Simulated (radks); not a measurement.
All-electron atom: Ni19+ in [He] 2s2 2p4 3d1 (not the ground configuration). Calculated with a radial shooting solver on a logarithmic mesh with Libxc functionals: non-relativistic Kohn-Sham, TPSS, spin-polarised, spherical densities, point nucleus; open shells are filled with parallel spins first; meta-GGA in the generalised Kohn-Sham scheme. Some entries of the table are withheld. Estimate them.

orbital,occ.,eigenvalue (eV),<r> (bohr),<r^2> (bohr^2)
1s up,1,(1),0.05470,(2)
1s down,1,(3),0.05465,(4)
2s up,1,-1757.344,0.2379,0.06633
2s down,1,-1736.541,0.2385,0.06669
2p up,3,-1656.310,0.2052,0.05112
2p down,1,-1632.840,0.2060,0.05153
3d up,1,-608.1131,0.4953,(5)
3d down,0,-596.4216,0.4988,(6)

Answer. 
(1) 1s up eigenvalue (eV): -9051.082
(2) 1s up <r^2> (bohr^2): 0.004008
(3) 1s down eigenvalue (eV): -9040.379
(4) 1s down <r^2> (bohr^2): 0.003999
(5) 3d up <r^2> (bohr^2): 0.2826
(6) 3d down <r^2> (bohr^2): 0.2866
